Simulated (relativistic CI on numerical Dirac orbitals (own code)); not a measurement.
# Calculated levels, Cl¹²⁺

Calculated at this level of theory: Dirac-Coulomb-Breit CI, KLI orbitals optimised for each configuration, QED by a radiative potential, unscaled Slater integrals (own radial code, finite nucleus).

Configuration list (outside the closed core 1s2): 2s²2p, 2s2p², 2p³, 2p²3s, 2p²3p, 2p²3d, 2s²3s, 2s²3p, 2s²3d, 2s2p3s, 2s2p3p, 2s2p3d, 2s²4s, 2s²4p, 2s²4d, 2s²4f. Levels of other configurations are missing.

The lowest level is 2s²2p ²P°1/2, with 97 % of that term; Hund's rules for 2s²2p give ²P° with J = 1/2, in agreement.

```tsv
No.	Configuration	Term	J	E (Ry)	%	jj configuration (%)
1	2s²2p	²P°	1/2	0.0000	97	2p1/2 (97)
2	2s²2p	²P°	3/2	0.1579	97	2p3/2 (97)
3	2s2p²(3P)	⁴P	1/2	1.8910	100	2s 2p1/2^2 (49)
4	2s2p²(3P)	⁴P	3/2	1.9495	100	2s 2p1/2 2p3/2 (90)
5	2s2p²(3P)	⁴P	5/2	2.0300	100	2s 2p3/2^2 (62)
6	2s2p²(1D)	²D	3/2	3.4847	100	2s 2p1/2 2p3/2 (71)
7	2s2p²(1D)	²D	5/2	3.4889	100	2s 2p1/2 2p3/2 (62)
8	2s2p²(1S)	²S	1/2	4.4061	88	2s 2p3/2^2 (46)
9	2s2p²(3P)	²P	1/2	4.6785	89	2s 2p1/2 2p3/2 (58)
10	2s2p²(3P)	²P	3/2	4.7557	99	2s 2p3/2^2 (61)
11	2p³	⁴S°	3/2	6.0462	100	2p1/2 2p3/2^2 (54)
12	2p³	²D°	3/2	6.9072	98	2p1/2 2p3/2^2 (45)
13	2p³	²D°	5/2	6.9160	100	2p1/2 2p3/2^2 (100)
14	2p³	²P°	1/2	7.7656	97	2p1/2 2p3/2^2 (97)
15	2p³	²P°	3/2	7.7901	95	2p3/2^3 (62)
16	2s²3s	²S	1/2	27.0151	93	3s (93)
17	2s²3p	²P°	1/2	27.9824	90	3p1/2 (90)
18	2s²3p	²P°	3/2	28.0260	90	3p3/2 (90)
19	2s²3d	²D	3/2	28.9343	94	3d3/2 (94)
20	2s²3d	²D	5/2	28.9460	94	3d5/2 (94)
21	2s2p3s	⁴P°	1/2	28.9951	98	2s 2p1/2 3s (90)
22	2s2p3s	⁴P°	3/2	29.0453	98	2s 2p1/2 3s (61)
23	2s2p3s	⁴P°	5/2	29.1437	98	2s 2p3/2 3s (98)
24	2s2p3s	²P°	1/2	29.4961	95	2s 2p1/2 3s (74)
25	2s2p3s	²P°	3/2	29.6033	94	2s 2p3/2 3s (86)
26	2s2p3p	⁴D	1/2	29.8558	69	2s 2p1/2 3p1/2 (93)
27	2s2p3p	⁴D	3/2	29.8999	75	2s 2p1/2 3p1/2 (60)
28	2s2p3p	²P	1/2	29.9559	66	2s 2p1/2 3p3/2 (45)
29	2s2p3p	²P	3/2	29.9746	66	2s 2p1/2 3p3/2 (40)
30	2s2p3p	⁴D	5/2	29.9754	99	2s 2p1/2 3p3/2 (46)
```

Energies count from the lowest computed level; ° marks odd parity. Percentages are summed over parent terms; the parents shown are those of the largest component, closed shells are left out there. Filled j subshells are mostly left out of the jj labels.

The mean weight of the leading LS term, summed over parents, in these 30 levels is 93 %, and that of the leading jj configuration (from the same eigenvectors) 74 %, so LS coupling describes them better.

At this charge energies of transitions that change n are usually good to better than 1 %, and those within a shell (Δn = 0) to a few per cent.
